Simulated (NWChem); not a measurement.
System: SnBr$_{4}$; SMILES [Br][Sn]([Br])([Br])[Br]

The following NWChem deck was run.

```
start job
memory heap 200 mb stack 900 mb global 1100 mb
geometry units angstroms
  Br    -0.908945     2.265875    -0.742493
  Sn     0.000007     0.000002     0.000008
  Br    -1.776788    -1.793080    -0.373566
  Br     0.603766     0.096103     2.477477
  Br     2.081958    -0.568896    -1.361423
end
basis spherical
  * library def2-svp
end
ecp
  Sn library def2-ecp
end
dft
  xc pbe0
  iterations 150
end
driver
  maxiter 120
end
task dft optimize
```

Output (shortened):

```
             Northwest Computational Chemistry Package (NWChem) 7.3.0
             --------------------------------------------------------

 C1  symmetry detected

                             Geometry "geometry" -> ""
                             -------------------------

 Output coordinates in angstroms (scale by  1.889725989 to convert to a.u.)

  No.       Tag          Charge          X              Y              Z
 ---- ---------------- ---------- -------------- -------------- --------------
    1 Br                  35.0000     0.94866510    -1.69022751     1.65976803
    2 Sn                  50.0000     0.00000586     0.00000769    -0.00000079
    3 Br                  35.0000    -1.48218173    -1.20748258    -1.69020440
    4 Br                  35.0000     1.91646669     1.15812558    -1.22374661
    5 Br                  35.0000    -1.38295843     1.73957352     1.25418410

 Effective nuclear repulsion energy (a.u.)    2385.0001943598

                                Z-matrix (autoz)
                                --------

 Units are Angstrom for bonds and degrees for angles

      Type          Name      I     J     K     L     M      Value
      ----------- --------  ----- ----- ----- ----- ----- ----------
    1 Stretch                  1     2                       2.55180
    2 Stretch                  2     3                       2.55180
    3 Stretch                  2     4                       2.55179
    4 Stretch                  2     5                       2.55180
    5 Bend                     1     2     3               109.47058
    6 Bend                     1     2     4               109.47131
    7 Bend                     1     2     5               109.47144
    8 Bend                     3     2     4               109.47158
    9 Bend                     3     2     5               109.47089
   10 Bend                     4     2     5               109.47153

                           NWChem Geometry Optimization
                           ----------------------------

 maximum gradient threshold         (gmax) =   0.000450
 rms gradient threshold             (grms) =   0.000300
 maximum cartesian step threshold   (xmax) =   0.001800
 rms cartesian step threshold       (xrms) =   0.001200
 fixed trust radius                (trust) =   0.300000
 source of zmatrix                         =   autoz

          -------------------
          Energy Minimization
          -------------------

 Using diagonal initial Hessian
 Scaling for Hessian diagonals: bonds = 1.00  angles = 0.25  torsions = 0.10

          --------
          Step   0

                                 NWChem DFT Module
                                 -----------------

 Summary of "ao basis" -> "ao basis" (spherical)
 ------------------------------------------------------------------------------
       Tag                 Description            Shells   Functions and Types
 ---------------- ------------------------------  ------  ---------------------
 Br                         def2-svp                12       32   5s4p3d
 Sn                         def2-svp                10       26   4s4p2d

            General Information
            -------------------
          SCF calculation type: DFT
          Wavefunction type:  closed shell.
          No. of atoms     :     5
          No. of electrons :   162
           Alpha electrons :    81
            Beta electrons :    81
          Charge           :     0
          Spin multiplicity:     1
          Use of symmetry is: off; symmetry adaption is: off
          Maximum number of iterations: 150
          AO basis - number of functions:   154
                     number of shells:    58
          Convergence on energy requested:  1.00D-06
          Convergence on density requested:  1.00D-05
          Convergence on gradient requested:  5.00D-04

              XC Information
              --------------
                         PBE0 Method XC Functional
                     Hartree-Fock (Exact) Exchange  0.250
          PerdewBurkeErnzerhof Exchange Functional  0.750
            Perdew 1991 LDA Correlation Functional  1.000 local
           PerdewBurkeErnz. Correlation Functional  1.000 non-local

             Grid Information
             ----------------
          Grid used for XC integration:  medium
          Radial quadrature: Mura-Knowles
          Angular quadrature: Lebedev.
          Tag              B.-S. Rad. Rad. Pts. Rad. Cut. Ang. Pts.
          ---              ---------- --------- --------- ---------
          Br                  1.15      112          11.0       590
          Sn                  1.45      123           8.0       590
          Grid pruning is: on
          Number of quadrature shells:   571
          Spatial weights used:  Erf1

      Superposition of Atomic Density Guess
      -------------------------------------

 Sum of atomic energies:      -10537.43897709

      Non-variational initial energy
      ------------------------------

 Total energy =  -10502.116245
 1-e energy   =  -17845.647974
 2-e energy   =    5771.439251
 HOMO         =      -0.389864
 LUMO         =      -0.121430

   convergence    iter        energy       DeltaE   RMS-Dens  Diis-err
 ---------------- ----- ----------------- --------- --------- ---------
 d= 0,ls=0.0,diis     1 -10508.5439614055 -1.21D+04  1.53D-02  9.08D-01
 d= 0,ls=0.0,diis     2 -10508.3825740361  1.61D-01  9.28D-03  1.93D+00
 d= 0,ls=0.0,diis     3 -10508.6706004310 -2.88D-01  9.11D-04  1.61D-02
 d= 0,ls=0.0,diis     4 -10508.6729897147 -2.39D-03  1.29D-04  2.83D-04
 d= 0,ls=0.0,diis     5 -10508.6730344320 -4.47D-05  1.74D-05  3.95D-06
 d= 0,ls=0.0,diis     6 -10508.6730350763 -6.44D-07  3.38D-06  4.55D-07

         Total DFT energy =   -10508.673035076294
      One electron energy =   -17843.370848060924
           Coulomb energy =     6144.916577057917
    Exchange-Corr. energy =     -382.311241889509
 Nuclear repulsion energy =     1572.092477816222

 Numeric. integr. density =      162.000000420811

                       DFT Final Molecular Orbital Analysis
                       ------------------------------------

 Vector   79  Occ=2.000000D+00  E=-3.246217D-01
              MO Center=  4.0D-01,  5.8D-01,  3.6D-01, r^2= 7.3D+00
   Bfn.  Coefficient  Atom+Function         Bfn.  Coefficient  Atom+Function
  ----- ------------  ---------------      ----- ------------  ---------------
   106      0.327704  4 Br py               103      0.292544  4 Br py
   138     -0.267427  5 Br py                15      0.254339  1 Br px
   135     -0.238734  5 Br py                12      0.227052  1 Br px
   100     -0.193102  4 Br py               139      0.190956  5 Br pz
   105     -0.177126  4 Br px                17     -0.172403  1 Br pz

 Vector   80  Occ=2.000000D+00  E=-3.246214D-01
              MO Center=  1.8D-01, -8.9D-02, -6.4D-01, r^2= 7.5D+00
   Bfn.  Coefficient  Atom+Function         Bfn.  Coefficient  Atom+Function
  ----- ------------  ---------------      ----- ------------  ---------------
   107      0.327589  4 Br pz               104      0.292441  4 Br pz
    75     -0.270926  3 Br pz                72     -0.241858  3 Br pz
    15     -0.229171  1 Br px                73      0.230290  3 Br px
    12     -0.204583  1 Br px                70      0.205583  3 Br px
   101     -0.193035  4 Br pz               137     -0.169989  5 Br px

 Vector   81  Occ=2.000000D+00  E=-3.246208D-01
              MO Center= -5.8D-01, -4.9D-01,  2.8D-01, r^2= 7.2D+00
   Bfn.  Coefficient  Atom+Function         Bfn.  Coefficient  Atom+Function
  ----- ------------  ---------------      ----- ------------  ---------------
    74      0.316791  3 Br py                71      0.282804  3 Br py
    16     -0.265597  1 Br py               139      0.251804  5 Br pz
    13     -0.237101  1 Br py                17     -0.226779  1 Br pz
   136      0.224787  5 Br pz               137      0.212857  5 Br px
    14     -0.202447  1 Br pz               134      0.190019  5 Br px

 Vector   82  Occ=0.000000D+00  E=-1.591940D-01
              MO Center= -4.7D-07,  1.6D-06,  2.2D-07, r^2= 6.6D+00
   Bfn.  Coefficient  Atom+Function         Bfn.  Coefficient  Atom+Function
  ----- ------------  ---------------      ----- ------------  ---------------
    35      0.802464  2 Sn s                 36      0.413872  2 Sn s
    34     -0.281460  2 Sn s                105      0.270215  4 Br px
   138      0.245272  5 Br py                16     -0.238315  1 Br py
    75     -0.238310  3 Br pz                17      0.234019  1 Br pz
    33     -0.224875  2 Sn s                 73     -0.208981  3 Br px

 Vector   83  Occ=0.000000D+00  E=-3.439710D-02
              MO Center=  1.8D-02,  3.5D-02,  9.5D-03, r^2= 5.1D+00
   Bfn.  Coefficient  Atom+Function         Bfn.  Coefficient  Atom+Function
  ----- ------------  ---------------      ----- ------------  ---------------
    48      0.702741  2 Sn pz                45      0.573459  2 Sn pz
    16     -0.317613  1 Br py                46      0.314705  2 Sn px
    63      0.275810  3 Br s                 43      0.256810  2 Sn px
    74      0.255875  3 Br py                73      0.248907  3 Br px
     5     -0.216298  1 Br s                 75      0.189141  3 Br pz

 Vector   84  Occ=0.000000D+00  E=-3.439531D-02
              MO Center=  1.4D-02, -7.4D-03, -3.5D-02, r^2= 5.1D+00
   Bfn.  Coefficient  Atom+Function         Bfn.  Coefficient  Atom+Function
  ----- ------------  ---------------      ----- ------------  ---------------
    47      0.729227  2 Sn py                44      0.595071  2 Sn py
    17     -0.315326  1 Br pz               127     -0.266721  5 Br s
   139      0.261805  5 Br pz                46     -0.251009  2 Sn px
   137     -0.233663  5 Br px                 5      0.222054  1 Br s
    43     -0.204828  2 Sn px                73      0.182919  3 Br px

     Multipole analysis of the density
     ---------------------------------

     L   x y z        total         alpha         beta         nuclear
     -   - - -        -----         -----         ----         -------
     0   0 0 0     -0.000000    -81.000000    -81.000000    162.000000

     1   1 0 0      0.000030      0.000170      0.000170     -0.000310
     1   0 1 0      0.000032      0.000220      0.000220     -0.000407
     1   0 0 1     -0.000004     -0.000023     -0.000023      0.000042

     2   2 0 0    -72.852342   -579.011248   -579.011248   1085.170155
     2   1 1 0      0.000020      0.000010      0.000010     -0.000000
     2   1 0 1     -0.000091     -0.000045     -0.000045      0.000000
     2   0 2 0    -72.852383   -579.011728   -579.011728   1085.171072
     2   0 1 1     -0.000025     -0.000013     -0.000013      0.000000
     2   0 0 2    -72.852403   -579.005505   -579.005505   1085.158607

[...]

      ----------------------
      Optimization converged
      ----------------------

  Step       Energy      Delta E   Gmax     Grms     Xrms     Xmax
  ---- ---------------- -------- -------- -------- -------- --------
@    3  -10508.67946645 -2.1D-07  0.00000  0.00000  0.00012  0.00018
                                     ok       ok       ok       ok

                                Z-matrix (autoz)
                                --------

 Units are Angstrom for bonds and degrees for angles

      Type          Name      I     J     K     L     M      Value     Gradient
      ----------- --------  ----- ----- ----- ----- ----- ---------- ----------
    1 Stretch                  1     2                       2.46701   -0.00000
    2 Stretch                  2     3                       2.46701   -0.00000
    3 Stretch                  2     4                       2.46701   -0.00000
    4 Stretch                  2     5                       2.46701   -0.00000
    5 Bend                     1     2     3               109.47150    0.00000
    6 Bend                     1     2     4               109.47138   -0.00000
    7 Bend                     1     2     5               109.47130    0.00000
    8 Bend                     3     2     4               109.47135    0.00000
    9 Bend                     3     2     5               109.47094   -0.00000
   10 Bend                     4     2     5               109.47084   -0.00000

                         Geometry "geometry" -> "geometry"
                         ---------------------------------

 Output coordinates in angstroms (scale by  1.889725989 to convert to a.u.)

  No.       Tag          Charge          X              Y              Z
 ---- ---------------- ---------- -------------- -------------- --------------
    1 Br                  35.0000     0.91714595    -1.63406314     1.60462817
    2 Sn                  50.0000     0.00000168    -0.00000611     0.00000020
    3 Br                  35.0000    -1.43293424    -1.16735474    -1.63405016
    4 Br                  35.0000     1.85278588     1.11964924    -1.18308791
    5 Br                  35.0000    -1.33700178     1.68177146     1.21251005

 Effective nuclear repulsion energy (a.u.)    2466.9693219027

                Final and change from initial internal coordinates
                --------------------------------------------------

                                Z-matrix (autoz)
                                --------

 Units are Angstrom for bonds and degrees for angles

      Type          Name      I     J     K     L     M      Value       Change
      ----------- --------  ----- ----- ----- ----- ----- ---------- ----------
    1 Stretch                  1     2                       2.46701   -0.08479
    2 Stretch                  2     3                       2.46701   -0.08480
    3 Stretch                  2     4                       2.46701   -0.08478
    4 Stretch                  2     5                       2.46701   -0.08479
    5 Bend                     1     2     3               109.47150    0.00092
    6 Bend                     1     2     4               109.47138    0.00008
    7 Bend                     1     2     5               109.47130   -0.00014
    8 Bend                     3     2     4               109.47135   -0.00023
    9 Bend                     3     2     5               109.47094    0.00006
   10 Bend                     4     2     5               109.47084   -0.00068

 ==============================================================================
                                internuclear distances
 ------------------------------------------------------------------------------
       center one      |      center two      | atomic units |  angstroms
 ------------------------------------------------------------------------------
    2 Sn               |   1 Br               |     4.66197  |     2.46701
    3 Br               |   2 Sn               |     4.66197  |     2.46701
    4 Br               |   2 Sn               |     4.66197  |     2.46701
    5 Br               |   2 Sn               |     4.66197  |     2.46701
 ------------------------------------------------------------------------------
                         number of included internuclear distances:          4
 ==============================================================================
```

Level: PBE0/def2-SVP with def2 effective core potentials on Sn. Not confirmed as a minimum by frequencies. def2 effective core potentials on Sn; no spin-orbit coupling.
